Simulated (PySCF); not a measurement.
CH3BiF2, SMILES [Bi]([CH3])([F])[F].

Coordinates come from a B3LYP-D3(BJ)/def2-SVP optimisation. The def2 effective core potentials stand for the cores of Bi; spin–orbit coupling is left out.

The numbers are results of C-PCM-B3LYP/def2-SVP run with PySCF, not measurements.

The values are the electrostatic part of the solvation free energy, E(continuum) − E(gas) at the gas-phase geometry, in a cavity of scaled van der Waals radii (PySCF's table); cavitation and dispersion terms are not included. A continuum can't describe solvent molecules that bind to the metal. In vacuum the orbital gap is 5.95 eV. The dipole moment in vacuum is 4.38 D.

```
solvent            ε  ΔG(elec) (kcal/mol)  dipole (D)  gap (eV)
-------------  -----  -------------------  ----------  --------
water          78.36                -10.1        5.58      6.06
chlorobenzene   5.70                 -8.1        5.34      6.04
methanol       32.61                 -9.8        5.55      6.06
```
